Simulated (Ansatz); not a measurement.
Born–Oppenheimer molecular dynamics of C$_{2}$H$_{4}$BN (8 atoms, charge 0, multiplicity 1). It starts from a relaxed structure.

These are results of UKS CAM-B3LYP-D4/STO-3G in Ansatz, not measurements.

```json
{
 "ensemble": "NVT, Langevin thermostat",
 "time step": "0.5 fs",
 "steps asked": "400",
 "set temperature": "1000 K",
 "friction": "0.05 /fs",
 "temperature schedule": "100 steps to 1000 K, then 300 steps to 3000 K",
 "seed": "371368"
}
```

First frame:

```xyz
8
Properties=species:S:1:pos:R:3
C -0.183 0.974 -0.291
N 0.429 -0.239 0.338
B 1.439 -1.161 1.194
C 0.081 -1.500 0.308
H -1.073 0.696 -0.881
H -0.465 1.679 0.508
H 0.569 1.451 -0.940
H -0.797 -1.899 -0.235
```

(1) How far do the bonds stretch over the last three quarters of this one trajectory? (Pairs bonded in most of those frames.)

Results:

(1) 
```csv
bond,mean (Å),spread (Å),shortest,longest
C1–N2,1.526,0.081,1.39,1.68
C1–H5,1.121,0.063,0.99,1.32
C1–H6,1.121,0.078,0.93,1.35
C1–H7,1.122,0.072,0.98,1.34
N2–B3,1.689,0.078,1.52,1.85
N2–C4,1.346,0.076,1.26,1.61
B3–C4,1.603,0.090,1.35,1.79
C4–H8,1.137,0.101,0.89,1.53
```

Pairs bonded in part of these frames only: C4–H8 94 %.

Mean temperature of the second half: 2378 K. The schedule's set-point averaged 2333 K over the second half and the system 2378 K. A run of 0.2 ps of so small a system gives no equilibrium averages. Limits of this set-up: minimal basis.

The run took 15 min on 1 thread of Arm Neoverse V1, with other jobs on the host, peak memory 0.1 GiB.
